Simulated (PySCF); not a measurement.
First SCF of a structure search on singlet MoBr₂, at a hand-made bent geometry. PySCF input:

```python
from pyscf import gto, scf, dft
mol = gto.M(atom='''
Mo     0.000000     0.000000     0.000000
Br     2.064300     0.000000     1.445400
Br    -2.064300     0.000000     1.445400''',
    basis={'Mo': 'def2-TZVP', 'Br': 'def2-TZVP'},
    ecp={'Mo': 'def2-TZVP'},
    charge=0, spin=0)
mf = dft.RKS(mol, xc='PBE')
mf.grids.atom_grid = (50, 194)
aux = {'Mo': 'def2-universal-JKFIT', 'Br': 'def2-universal-JKFIT'}
mf = mf.density_fit(auxbasis=aux)
mf.conv_tol = 1e-08
mf.diis_space = 10
mf.max_cycle = 60
mf.init_guess = 'minao'
mf.verbose = 4
mf.kernel()
```

Excerpt of the output (cycles and frontier levels); where DIIS stalls, ADIIS, DIIS with a small level shift and a second-order solver take over in turn:

```
init E= -5207.43609365323
  HOMO = -0.416589734741517  LUMO = -0.406961226992426  gap/eV = 0.26201
cycle= 1 E= -5215.14891128531  delta_E= -7.71  |g|= 1.62  |ddm|= 3.91
  HOMO = 0.0298562071733221  LUMO = 0.0429445207958232  gap/eV = 0.35615
cycle= 2 E= -5210.59251056713  delta_E= 4.56  |g|= 3.06  |ddm|= 8.61
  HOMO = -0.28904557499584  LUMO = -0.285271989567109  gap/eV = 0.10268
cycle= 3 E= -5212.89201159359  delta_E= -2.3  |g|= 3.33  |ddm|= 8.88
  HOMO = -0.269290902428528  LUMO = -0.266043163232224  gap/eV = 0.08838
cycle= 4 E= -5209.84573771069  delta_E= 3.05  |g|= 4.36  |ddm|= 1.22
  HOMO = -0.271489139116694  LUMO = -0.267638646745422  gap/eV = 0.10478
cycle= 5 E= -5210.31672409159  delta_E= -0.471  |g|= 4.24  |ddm|= 0.194
  HOMO = -0.269009503994764  LUMO = -0.265902123241636  gap/eV = 0.08456
cycle= 6 E= -5209.97173637349  delta_E= 0.345  |g|= 4.33  |ddm|= 0.148
  HOMO = -0.258230953315252  LUMO = -0.253142048190908  gap/eV = 0.13848
... 84 lines left out ...
cycle= 52 E= -5215.73282389852  delta_E= -0.00141  |g|= 0.0356  |ddm|= 0.955
cycle= 53 E= -5215.73133524152  delta_E= 0.00149  |g|= 0.0559  |ddm|= 1.05
cycle= 54 E= -5215.73140847277  delta_E= -7.32e-05  |g|= 0.055  |ddm|= 0.0783
cycle= 55 E= -5215.73133309118  delta_E= 7.54e-05  |g|= 0.056  |ddm|= 0.126
cycle= 56 E= -5215.73352554886  delta_E= -0.00219  |g|= 0.0164  |ddm|= 1.58
cycle= 57 E= -5215.73135630122  delta_E= 0.00217  |g|= 0.0559  |ddm|=  1.6
cycle= 58 E= -5215.731317525  delta_E= 3.88e-05  |g|= 0.0561  |ddm|= 0.044
cycle= 59 E= -5215.73153019054  delta_E= -0.000213  |g|= 0.0535  |ddm|= 0.451
cycle= 60 E= -5215.73142117488  delta_E= 0.000109  |g|= 0.0545  |ddm|= 0.69
SCF not converged.
init E= -5207.43609365323
  HOMO = -0.416589734741598  LUMO = -0.406961226992411  gap/eV = 0.26201
cycle= 1 E= -5215.14891128531  delta_E= -7.71  |g|= 1.62  |ddm|= 3.91
  HOMO = 0.0298562071734838  LUMO = 0.0429445207959297  gap/eV = 0.35615
cycle= 2 E= -5210.59251056714  delta_E= 4.56  |g|= 3.06  |ddm|= 8.61
cycle= 3 E= -5215.050781277  delta_E= -4.46  |g|= 1.34  |ddm|= 8.08
  HOMO = -0.16006024680567  LUMO = -0.153327904630519  gap/eV = 0.18320
cycle= 4 E= -5215.61230639494  delta_E= -0.562  |g|= 0.429  |ddm|=  2.3
  HOMO = -0.173809524514315  LUMO = -0.152956732689277  gap/eV = 0.56743
cycle= 5 E= -5215.64955089651  delta_E= -0.0372  |g|= 0.356  |ddm|= 2.41
  HOMO = -0.200310613507851  LUMO = -0.193767787567514  gap/eV = 0.17804
cycle= 6 E= -5215.51766219153  delta_E= 0.132  |g|= 0.841  |ddm|= 1.88
  HOMO = -0.175722941091853  LUMO = -0.174450229153178  gap/eV = 0.03463
cycle= 7 E= -5215.72850558353  delta_E= -0.211  |g|= 0.119  |ddm|= 0.978
cycle= 8 E= -5215.67896675434  delta_E= 0.0495  |g|= 0.338  |ddm|= 0.991
cycle= 9 E= -5215.72703171888  delta_E= -0.0481  |g|= 0.122  |ddm|= 0.568
cycle= 10 E= -5215.72808428527  delta_E= -0.00105  |g|= 0.0747  |ddm|= 0.642
cycle= 11 E= -5215.72755364092  delta_E= 0.000531  |g|= 0.0827  |ddm|= 0.771
cycle= 12 E= -5215.73345011986  delta_E= -0.0059  |g|= 0.034  |ddm|= 0.375
cycle= 13 E= -5215.73323893558  delta_E= 0.000211  |g|= 0.0431  |ddm|= 0.0708
cycle= 14 E= -5215.73114814138  delta_E= 0.00209  |g|= 0.0591  |ddm|= 1.61
cycle= 15 E= -5215.73187197637  delta_E= -0.000724  |g|= 0.053  |ddm|=  1.6
cycle= 16 E= -5215.73267093345  delta_E= -0.000799  |g|= 0.0321  |ddm|= 0.366
cycle= 17 E= -5215.73370305875  delta_E= -0.00103  |g|= 0.00972  |ddm|= 0.213
cycle= 18 E= -5215.73299746872  delta_E= 0.000706  |g|= 0.0301  |ddm|= 0.178
cycle= 19 E= -5215.73108714533  delta_E= 0.00191  |g|= 0.06  |ddm|= 1.61
cycle= 20 E= -5215.73348015222  delta_E= -0.00239  |g|= 0.0207  |ddm|= 1.61
SCF not converged.
init E= -5215.73348015222
  HOMO = -0.182270114756158  LUMO = -0.0820103346043814  gap/eV = 2.72821
cycle= 1 E= -5215.73332710368  delta_E= 0.000153  |g|= 0.04  |ddm|= 0.0638
  HOMO = -0.166792720198407  LUMO = -0.0670324200438372  gap/eV = 2.71462
cycle= 2 E= -5215.73080711845  delta_E= 0.00252  |g|= 0.104  |ddm|= 0.11
  HOMO = -0.178090697353865  LUMO = -0.0780828575662417  gap/eV = 2.72135
cycle= 3 E= -5215.7335178594  delta_E= -0.00271  |g|= 0.0269  |ddm|= 0.0607
  HOMO = -0.178680305781407  LUMO = -0.078670635743906  gap/eV = 2.72140
cycle= 4 E= -5215.73376900668  delta_E= -0.000251  |g|= 0.0027  |ddm|= 0.0238
  HOMO = -0.177796622788437  LUMO = -0.0778563054719526  gap/eV = 2.71951
cycle= 5 E= -5215.73377435592  delta_E= -5.35e-06  |g|= 0.00195  |ddm|= 0.00686
  HOMO = -0.177508173610995  LUMO = -0.0775833248297759  gap/eV = 2.71909
cycle= 6 E= -5215.73377574839  delta_E= -1.39e-06  |g|= 0.000881  |ddm|= 0.0034
  HOMO = -0.177467810820327  LUMO = -0.0775351000970203  gap/eV = 2.71931
cycle= 7 E= -5215.73377632293  delta_E= -5.75e-07  |g|= 0.000547  |ddm|= 0.00227
  HOMO = -0.177406348858398  LUMO = -0.0774874430898566  gap/eV = 2.71893
cycle= 8 E= -5215.73377652737  delta_E= -2.04e-07  |g|= 0.00021  |ddm|= 0.00129
  HOMO = -0.177394762485772  LUMO = -0.0774856550954873  gap/eV = 2.71867
cycle= 9 E= -5215.73377655514  delta_E= -2.78e-08  |g|= 0.000183  |ddm|= 0.00051
  HOMO = -0.177402357973165  LUMO = -0.0774922982871821  gap/eV = 2.71869
cycle= 10 E= -5215.73377657627  delta_E= -2.11e-08  |g|= 0.000135  |ddm|= 0.00029
  HOMO = -0.17739789619549  LUMO = -0.0774886608618565  gap/eV = 2.71867
cycle= 11 E= -5215.73377658619  delta_E= -9.91e-09  |g|= 0.000129  |ddm|= 0.000186
  HOMO = -0.177400053288237  LUMO = -0.07749060274746  gap/eV = 2.71867
cycle= 12 E= -5215.73377659583  delta_E= -9.65e-09  |g|= 9.37e-05  |ddm|= 0.000171
Extra cycle  E= -5215.73128821714  delta_E= 0.00249  |g|= 0.0567  |ddm|= 1.61
SCF not converged.
  HOMO = -0.183024043221227  LUMO = -0.181316528309104  gap/eV = 0.04646
macro= 0  E= -5215.73235206566  delta_E= -0.00106385  |g|= 6.84817e-05  4 KF 14 JK
macro= 1  E= -5215.73235206566  delta_E= 7.27596e-12  |g|= 2.19375e-05  1 KF 2 JK
macro X = 2  E=-5215.73235206566  |g|= 2.19375e-05  total 6 KF 19 JK
converged SCF energy = -5215.73235206566
```

This is not the lowest solution: another start and a stability analysis within the same restricted form found one 3.7 kJ/mol lower, at -5215.73378 Eh.

Stability towards spin polarisation was not tested.

The search for the lowest solution, 2 starts and the stability check together, took 50 s on 4 threads of a shared Arm Neoverse V1 host, with 136 basis functions; the process peaked at 0.44 GiB.
